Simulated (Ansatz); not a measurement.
System: 2-bromofuran, C4H3BrO, net charge 0, singlet state. 
Geometry from a B3LYP-D3(BJ)/def2-TZVP (Ansatz, a quantum-chemistry and plane-wave program) optimisation:
```xyz
9

Br     1.5034    -0.2805    -0.0023
C     -0.3076     0.1641    -0.0095
C     -0.9459     1.3561    -0.1091
C     -2.3436     1.0460    -0.0535
C     -2.4372    -0.2989     0.0743
O     -1.1885    -0.8581     0.1030
H     -0.4844     2.3223    -0.2085
H     -3.1634     1.7423    -0.1032
H     -3.2583    -0.9877     0.1545
```

Total electronic energies in hartree. Cores are frozen in the correlated levels unless marked. No spin-orbit coupling. Frozen are the shells of the preceding noble gas and the d and f shells that filled before the atom's block. Non-relativistic. CBS(X,Y): correlation extrapolated as X^-3; Hartree-Fock from the larger set. [CCSD(T)-MP2]/basis is that difference in the basis named.

The Hartree-Fock reference is unstable (checked in the largest basis), which strains HF and MP2. 

```tsv
level	program	energy (Eh)
RI-HF/aug-cc-pVTZ	Ansatz	-2800.58237
RI-HF/cc-pVQZ	Ansatz	-2800.59781
PBE0/6-31G*	Ansatz	-2802.71473
PBE0-D3(BJ)/def2-TZVPD	Ansatz + dftd3	-2803.11133
CAM-B3LYP-D4/def2-TZVPD	Ansatz + dftd4	-2803.68644
wB97M-V/def2-TZVPD	Ansatz	-2803.44418
CCSD(T)/cc-pVDZ	Ansatz	-2801.32169
RI-MP2/CBS(aug-cc-pVTZ,aug-cc-pVQZ)+[CCSD(T)-MP2]/aug-cc-pVTZ	Ansatz	-2801.8286
CCSD(T)/CBS(aug-cc-pVTZ,aug-cc-pVQZ)	Ansatz	-2801.8176
```

Totals of different functionals don't rank their quality; only differences between species are comparable.
